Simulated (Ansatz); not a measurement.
Reaction (hydrogenolysis of the Si–F bond): `F[SiH2]C1CO1` + H₂ → `[SiH3]C1CO1` + H–F

Computed with Ansatz on PBE0-D4/def2-TZVP structures; ΔE is electronic, products minus reactants. CCSD(T)/CBS adds triple-zeta CCSD(T) − MP2 to the extrapolated MP2 energy (def2 sets, frozen cores). This one scheme is used for every species. Functionals use def2-TZVPP. One conformer a species, not always the lowest.

```tsv
level	ΔE (kcal/mol)	difference from CCSD(T)/CBS
PBE-D4	25.5	-1.6
ωB97M-V	27.9	0.8
PBE	25.3	-1.8
r2SCAN	28.6	1.5
PBE0	25.1	-2.0
HF/def2-TZVPP	27.7	0.6
MP2/def2-TZVPP	28.0	0.9
SCS-MP2/def2-TZVPP	28.0	0.9
CCSD/def2-TZVPP	26.5	-0.6
MP2/CBS(def2)	28.4	1.3
CCSD(T)/CBS	27.1	0
```

Largest T1 diagnostic among the species: 0.012.
